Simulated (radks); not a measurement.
The sulfur anion S-, [Ne] 3s2 3p5, held by a Watson sphere: a shell of charge +1 at radius R that stands for the Madelung well of a crystal (potential energy -1/R inside, -1/r outside, in hartree with lengths in bohr). Calculated with a radial shooting solver on a logarithmic mesh with Libxc functionals: non-relativistic Kohn-Sham, r2SCAN, spin-unpolarised, spherical densities, point nucleus; meta-GGA in the generalised Kohn-Sham scheme.

| R (bohr) | e(2p) (eV) | e(3s) (eV) | e(3p) (eV) | <r> 3p (bohr) | sum of <r^2> (bohr^2) | X-ray form factor at sin(theta)/lambda = 0.1 1/angstrom |
|---|---|---|---|---|---|---|
| 2.01 | -157.65 | -18.534 | -8.037 | 2.061 | 34.25 | 14.868 |
| 2.07 | -157.62 | -18.425 | -7.967 | 2.071 | 34.52 | 14.854 |
| 2.1 | -157.60 | -18.371 | -7.931 | 2.075 | 34.66 | 14.848 |
| 2.7 | -157.31 | -17.340 | -7.151 | 2.157 | 37.15 | 14.734 |
| 2.89 | -157.18 | -17.043 | -6.896 | 2.178 | 37.83 | 14.705 |
| 2.9 | -157.17 | -17.028 | -6.882 | 2.179 | 37.86 | 14.704 |
| 3.81 | -156.40 | -15.804 | -5.739 | 2.254 | 40.41 | 14.609 |
| 3.92 | -156.31 | -15.676 | -5.614 | 2.261 | 40.65 | 14.601 |
